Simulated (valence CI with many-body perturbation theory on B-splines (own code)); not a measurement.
# Rh31+: electric-dipole lines

Method: valence CI with perturbative core correlation (CI+MBPT): four valence electrons over a frozen Dirac-Fock core [Ne], a basis of 11 s, 11 p, 10 d, 8 f, 5 g, 2 h functions for each j, with the one-electron correlation potential Σ1, the two-electron term Σ2, the three-electron term Σ3, Breit, model QED; selected CI, second order for the rest, scaled by the run's own slope (own B-spline code, finite nucleus).

No measured spectrum was set against this ion. As an estimate, large intervals hold to a few tenths of a per cent, small ones and those within an open d or f shell to about a per cent. Among the levels kept, up to 690 cm⁻¹ of a level comes from second order outside the variational space, and about a tenth of that is noise between levels of different J, which matters for small intervals.

Lines 51 to 100 of 544 in falling wavelength, among levels below 31.534 Ry, chosen from the strongest by gf and those to the six lowest levels. Wavelengths and rates use the calculated energies. Electric multipoles are in the length gauge, E1 and E2 with the static RPA response of the core. Weak lines are less certain than strong ones. Lines between different terms over intervals too small for the method are left out, as are lines whose strength nearly cancels. Where a level lies close to another of its J and parity, the split of strength between their lines is uncertain. The highest levels of a list are the least certain.

Levels are named by their leading jj configuration (3d3/2^4 stands for four electrons in 3d with j = 3/2), which in mixed levels can hold well under half, so a name can repeat and another be missing. Letters in brackets count levels of one name in rising energy.

```
λ vac (Å)                           Upper                           Lower   A (s⁻¹)  S (a.u.)
    120.0          (3s^2 3p1/2 3d3/2) J=1              (3s^2 3p3/2^2) J=2  1.79e+09  4.59e-03
    120.0   (3p1/2 3p3/2^2 3d5/2) J=4 [a]  (3s 3p1/2 3p3/2 3d5/2) J=3 [c]  4.68e+09  3.59e-02
    119.8      (3s 3p1/2 3d5/2^2) J=4 [a]      (3s 3p3/2^2 3d5/2) J=4 [a]  4.72e+09  3.61e-02
    119.7  (3s 3p3/2 3d3/2 3d5/2) J=4 [c]      (3s 3p3/2^2 3d5/2) J=4 [b]  4.56e+09  3.47e-02
    117.5   (3p1/2 3p3/2^2 3d5/2) J=4 [b]  (3s 3p1/2 3p3/2 3d5/2) J=3 [d]  1.39e+10  9.98e-02
    117.1          (3s 3p1/2 3p3/2^2) J=3          (3s^2 3p1/2 3p3/2) J=2  2.64e+09  1.46e-02
    116.7       (3p1/2^2 3p3/2 3d5/2) J=4  (3s 3p1/2 3p3/2 3d5/2) J=4 [b]  1.28e+10  9.03e-02
    114.1          (3s^2 3p1/2 3d3/2) J=2          (3s^2 3p1/2 3p3/2) J=2  1.16e+09  4.26e-03
    113.9          (3s 3p3/2^2 3d5/2) J=5          (3s^2 3p3/2 3d5/2) J=4  2.97e+10  2.38e-01
    113.2      (3s 3p3/2^2 3d5/2) J=4 [b]          (3s^2 3p3/2 3d5/2) J=3  5.42e+09  3.49e-02
    113.0  (3s 3p1/2 3d3/2 3d5/2) J=5 [b]          (3s 3p3/2^2 3d5/2) J=5  7.00e+09  5.48e-02
    112.8       (3p1/2^2 3p3/2 3d5/2) J=4  (3s 3p1/2 3p3/2 3d5/2) J=4 [a]  8.47e+09  5.40e-02
    112.7  (3s 3p3/2 3d3/2 3d5/2) J=4 [c]      (3s 3p3/2^2 3d5/2) J=3 [a]  1.41e+10  8.99e-02
    111.6                (3s 3p3/2^3) J=2              (3s^2 3p3/2^2) J=2  9.76e+09  3.35e-02
    111.0          (3s 3p1/2 3d5/2^2) J=2  (3s 3p1/2 3p3/2 3d5/2) J=1 [b]  1.04e+10  3.49e-02
    110.7          (3s 3p3/2 3d5/2^2) J=4      (3s 3p3/2^2 3d5/2) J=3 [a]  6.75e+09  4.07e-02
    110.0      (3s 3p3/2^2 3d5/2) J=2 [b]          (3s^2 3p3/2 3d5/2) J=1  1.34e+10  4.41e-02
    109.4   (3p1/2 3p3/2^2 3d5/2) J=4 [b]  (3s 3p1/2 3p3/2 3d5/2) J=4 [c]  1.39e+10  8.10e-02
    109.3          (3s 3p3/2 3d5/2^2) J=3      (3s 3p3/2^2 3d5/2) J=2 [a]  1.15e+10  5.21e-02
    109.2          (3s^2 3p1/2 3d3/2) J=2          (3s^2 3p1/2 3p3/2) J=1  3.18e+07  1.02e-04
    109.1          (3s 3p1/2 3d5/2^2) J=5  (3s 3p1/2 3p3/2 3d5/2) J=4 [c]  7.48e+09  5.28e-02
    108.7  (3s 3p1/2 3p3/2 3d5/2) J=3 [d]          (3s^2 3p1/2 3d5/2) J=2  2.19e+10  9.73e-02
    108.7      (3s 3p3/2^2 3d5/2) J=3 [b]          (3s^2 3p3/2 3d5/2) J=2  1.00e+10  4.44e-02
    108.2          (3s^2 3p3/2 3d3/2) J=1              (3s^2 3p3/2^2) J=0  2.73e+09  5.12e-03
    108.1   (3p1/2 3p3/2^2 3d5/2) J=3 [b]  (3s 3p1/2 3p3/2 3d5/2) J=2 [e]  1.15e+10  5.02e-02
    106.9   (3p1/2 3p3/2^2 3d5/2) J=3 [b]  (3s 3p1/2 3p3/2 3d5/2) J=2 [d]  1.42e+10  5.99e-02
    106.9       (3p1/2^2 3p3/2 3d5/2) J=3  (3s 3p1/2 3p3/2 3d3/2) J=2 [b]  1.40e+10  5.90e-02
    106.7   (3p1/2 3p3/2^2 3d5/2) J=4 [a]  (3s 3p1/2 3p3/2 3d5/2) J=3 [b]  8.01e+09  4.33e-02
    106.6   (3p1/2 3p3/2^2 3d5/2) J=4 [b]  (3s 3p1/2 3p3/2 3d3/2) J=3 [b]  9.90e+09  5.33e-02
    106.4          (3s 3p1/2^2 3d3/2) J=1          (3s 3p1/2^2 3p3/2) J=2  8.64e+08  1.54e-03
    106.2   (3p1/2 3p3/2^2 3d5/2) J=2 [b]  (3s 3p1/2 3p3/2 3d5/2) J=1 [c]  1.94e+10  5.73e-02
    106.2  (3s 3p1/2 3d3/2 3d5/2) J=3 [e]  (3s 3p1/2 3p3/2 3d5/2) J=2 [e]  1.72e+10  7.09e-02
    105.9  (3s 3p1/2 3d3/2 3d5/2) J=4 [c]  (3s 3p1/2 3p3/2 3d5/2) J=3 [e]  7.83e+09  4.13e-02
    105.0          (3s 3p1/2^2 3d3/2) J=2          (3s 3p1/2^2 3p3/2) J=2  9.42e+08  2.69e-03
    104.8       (3p1/2 3p3/2^2 3d3/2) J=3  (3s 3p1/2 3p3/2 3d5/2) J=3 [c]  2.64e+10  1.05e-01
    104.5       (3p1/2 3p3/2^2 3d3/2) J=4      (3s 3p1/2 3p3/2 3d5/2) J=5  1.17e+10  5.92e-02
    104.4  (3s 3p1/2 3p3/2 3d5/2) J=4 [d]          (3s^2 3p1/2 3d5/2) J=3  6.08e+10  3.07e-01
    104.3  (3s 3p3/2 3d3/2 3d5/2) J=4 [c]          (3s 3p3/2^2 3d3/2) J=4  1.80e+10  9.08e-02
    104.1       (3p1/2^2 3p3/2 3d3/2) J=3          (3s 3p1/2^2 3d5/2) J=3  9.19e+09  3.58e-02
    104.1   (3p1/2 3p3/2^2 3d3/2) J=2 [d]  (3s 3p1/2 3p3/2 3d5/2) J=1 [b]  1.09e+10  3.04e-02
    103.7  (3s 3p1/2 3p3/2 3d5/2) J=2 [c]          (3s^2 3p1/2 3d3/2) J=1  1.55e+10  4.25e-02
    103.6      (3s 3p1/2 3d5/2^2) J=4 [b]          (3s 3p3/2^2 3d5/2) J=5  8.98e+09  4.44e-02
    103.6      (3s 3p1/2 3p3/2^2) J=1 [a]          (3s^2 3p1/2 3p3/2) J=2  7.45e+07  1.23e-04
    103.1  (3s 3p1/2 3p3/2 3d3/2) J=2 [e]          (3s^2 3p1/2 3d3/2) J=1  1.24e+10  3.35e-02
    103.1             (3p3/2^3 3d3/2) J=1      (3s 3p3/2^2 3d3/2) J=1 [b]  2.05e+10  3.33e-02
    103.1  (3s 3p1/2 3p3/2 3d3/2) J=2 [c]          (3s^2 3p1/2 3d3/2) J=2  3.25e+10  8.78e-02
    103.0          (3s 3p1/2^2 3p3/2) J=1              (3s^2 3p1/2^2) J=0  2.70e+10  4.36e-02
    103.0  (3s 3p3/2 3d3/2 3d5/2) J=3 [c]  (3s 3p1/2 3p3/2 3d5/2) J=2 [f]  1.54e+10  5.80e-02
    102.9  (3s 3p1/2 3d3/2 3d5/2) J=4 [c]      (3s 3p3/2^2 3d5/2) J=4 [a]  9.14e+09  4.43e-02
    102.9   (3p1/2 3p3/2^2 3d5/2) J=3 [a]  (3s 3p1/2 3p3/2 3d5/2) J=2 [a]  7.98e+09  3.00e-02
```
